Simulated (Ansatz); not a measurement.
Reactions of `N[SiH2]C=C[SiH3]`.

Computed with Ansatz on PBE0-D4/def2-TZVP structures; ΔE is electronic, products minus reactants. CCSD(T)/CBS is the MP2 limit (def2-TZVPP, def2-QZVPP) plus CCSD(T) − MP2 in def2-TZVPP, frozen cores. This one scheme is used for every species. Double bonds are as drawn, so ΔE can hold a change between cis and trans. Functionals use def2-TZVPP. Elements past krypton have def2 core potentials. For Ga, In, Sn outer-core shells are correlated without core-valence functions, which leaves a few kJ/mol of doubt a bond. Scalar relativity is left out up to krypton. Each species was taken in one conformer, which may not be the lowest.

```
                                                                                        reaction  PBE-D4 (kJ/mol)  HF/CBS(def2) (kJ/mol)
                                                   `N[SiH2]/C=C/[SiH3]` → `C=C[SiH3]` + `N[SiH]`              154                    148
                         `N[SiH2]/C=C/[SiH3]` + `BO[SiH2]F` → `BO[SiH2]N` + `F[SiH2]/C=C/[SiH3]`               -5                     -2
               `N[SiH2]/C=C/[SiH3]` + `[BH2][SnH2][CH3]` → `[BH2][SnH2][SiH3]` + `C/C=C/[SiH2]N`              -37                    -25
                                           `N[SiH2]/C=C/[SiH3]` + H–F → `N[SiH2]F` + `C=C[SiH3]`             -140                   -181
                                             `N[SiH2]/C=C/[SiH3]` + CH₄ → `C/C=C/[SiH2]N` + SiH₄               31                     23
                                   `N[SiH2]/C=C/[SiH3]` + `NCCO` → `NCC[SiH2]N` + `O/C=C/[SiH3]`              -34                    -18
`N[SiH2]/C=C/[SiH3]` + `[OH][In]([SH])[O][SiH3]` → `[SiH3][O][In]([SH])[O][SiH3]` + `C=C[SiH2]N`              -81                   -127
                                                     `N[SiH2]/C=C/[SiH3]` → `C=C(N)[SiH2][SiH3]`               64                    114
                                         `N[SiH2]/C=C/[SiH3]` + H–F → `F/C=C/[SiH3]` + `N[SiH3]`               59                     46
                `N[SiH2]/C=C/[SiH3]` + `[F][GaH][SiH3]` → `N[SiH2][Ga]([F])[SiH3]` + `C=C[SiH3]`              -16                      3
```

Task: Give the CCSD(T)/CBS values in the same order. (Best estimate.)

Result: Computed: 159, -3, -24, -151, 32, -23, -101, 96, 76, -5 kJ/mol.

Largest T1 diagnostic: 0.016, for `[OH][In]([SH])[O][SiH3]`.
